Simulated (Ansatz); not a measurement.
Gas-phase electronic energies from Ansatz, PBE0-D4/def2-TZVP geometries. CBS: MP2 limit from def2 TZ/QZ plus the TZ coupled-cluster correction, frozen cores. This one scheme is used for every species. DFT in def2-TZVPP. B3LYP here is the variant with VWN-RPA as its local correlation; programs differ in this. HSE06 is defined as in plane-wave codes. def2 core potentials past Kr. For Y outer-core shells are correlated without core-valence functions, which leaves a few kJ/mol of doubt a bond. Each species was taken in one conformer, which may not be the lowest.

Reaction (ligand exchange at a Y–Cl bond): `[Cl][Y]([Cl])[Cl]` + NH₃ → `[NH2][Y]([Cl])[Cl]` + HCl

`[Cl][Y]([Cl])[Cl]`:

Cartesian coordinates in Å:
```
Cl -0.801 1.759 1.480
Y 0.000 0.000 0.000
Cl 1.422 -1.772 0.873
Cl -0.621 0.013 -2.353
```

NH₃:

Z-matrix (Å, degrees):
```
N
H 1 1.013
H 1 1.013 2 107.1
H 1 1.013 2 107.1 3 -114.5
```

`[NH2][Y]([Cl])[Cl]`:

Z-matrix (Å, degrees):
```
Y
Cl 1 2.464
Cl 1 2.464 2 127.4
N 1 2.101 2 116.3 3 -179.8
H 1 2.825 2 133.0 3 -179.7
H 1 2.825 2 99.6 3 -179.8
```

HCl:

```xyz
2

Cl   -0.524    0.267   -0.251
H     0.524   -0.267    0.251
```

```tsv
level	ΔE (kJ/mol)	difference from CCSD(T)/CBS
BLYP-D4	111.8	-8.7
r2SCAN-D4	120.3	-0.2
B3LYP-D4	117.3	-3.2
r2SCAN0-D4	123.9	3.4
HSE06-D4	119.7	-0.8
PBE-QIDH	121.8	1.3
PBE	113.5	-7.0
B3LYP	117.6	-2.9
r2SCAN0	124.0	3.5
LC-ωPBE	118.3	-2.2
HF/def2-SVP	141.5	21.0
CCSD(T)/def2-SVP	116.4	-4.1
HF/def2-TZVPP	135.8	15.3
MP2/def2-TZVPP	116.1	-4.4
MP2/def2-QZVPP	119.7	-0.8
HF/CBS(def2)	136.4	15.9
CCSD(T)/CBS	120.5	0
```

Largest T1 diagnostic among the species: 0.011.

Leaving LDA and LC-ωPBE aside and taking each functional with its dispersion term where it has one, the values, not all of them listed here, spread over 13.7 kJ/mol, from BLYP-D4 to BHLYP-D4. LDA lies −4.8 kJ/mol from PBE without D4. At CCSD(T), def2-SVP lies −4.1 kJ/mol from the extrapolated value and def2-TZVPP −5.9 kJ/mol.
